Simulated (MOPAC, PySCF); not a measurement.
Bond stretch in ICl, singlet.

Computed with: UKS-M06-2X = unrestricted M06-2X/def2-SVP, def2 effective core potentials past Kr (PySCF); PM6, restricted, heats of formation (MOPAC); UCCSD(T) = CCSD(T) on UHF/def2-SVP, 9 core orbitals frozen, def2 effective core potentials past Kr in PySCF.

Energies relative to the lowest point of each curve near equilibrium, in eV:

```csv
R / Å,UKS-M06-2X,PM6
1.75,7.553,4.162
1.84,4.656,2.684
1.96,2.227,1.422
2.16,0.386,0.274
2.26,0.069,0.046
2.40,0.000,0.015
2.67,0.493,0.607
2.89,1.079,1.411
3.12,1.428,2.289
4.19,1.855,4.847
5.07,1.907,5.540
6.23,1.915,5.892
```

Task: Estimate the UCCSD(T) values at these points.

Result: 1.75: 7.980; 1.84: 4.992; 1.96: 2.467; 2.16: 0.507; 2.26: 0.140; 2.40: 0.000; 2.67: 0.360; 2.89: 0.864; 3.12: 1.325; 4.19: 1.713; 5.07: 1.736; 6.23: 1.742 (eV).

The unrestricted determinant behind UKS-M06-2X is spin-contaminated at 2.89 to 9.16 Å (<S²> up to 1.0, against 0.00 for a pure singlet). The restricted form behind PM6 keeps the bonding electrons paired and can't separate into open-shell fragments. The unrestricted determinant behind UCCSD(T) is spin-contaminated at 2.67 to 9.16 Å (<S²> up to 1.0, against 0.00 for a pure singlet).
